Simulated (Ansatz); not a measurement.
Coupled-cluster diagnostics for (AgSH)2 ring (Ag2H2S2), Ansatz.

Geometry of the singlet (PBE-D4/def2-SVP):

```xyz
6

Ag    0.011    1.306   -0.436
S    -1.261   -0.540   -1.654
Ag   -0.008   -1.307    0.432
S     1.258    0.541    1.654
H    -2.447   -0.320   -1.016
H     2.447    0.321    1.021
```

In the def2 sets Ag takes a core potential; there is no spin–orbit coupling. Correlated methods freeze 10 core orbitals; core or outer-core shells of Ag are correlated, in sets that lack core-valence functions.

Task: Estimate the CCSD(T) correlation energy, the shares of MP2 and (T), T1 and the reference's ⟨S²⟩ for: charge 0, singlet, own geometry in def2-TZVP; and the rough time on 4 threads of Arm Neoverse V2 on a shared host.

Result: 
| state | basis | correlation (eV) | MP2 share (%) | (T) share (%) | T1 | ⟨S²⟩ (pure) | wall time |
| --- | --- | --- | --- | --- | --- | --- | --- |
| charge 0, singlet, own geometry | def2-TZVP | -36.411 | 98.7 | 3.0 | 0.016 | 0.00 (0.00) | 84 s |
Customary marks for T1 are 0.02 (closed shells), 0.045 (open shells) and about 0.05 (3d metals). T1 stays under 0.02 throughout.
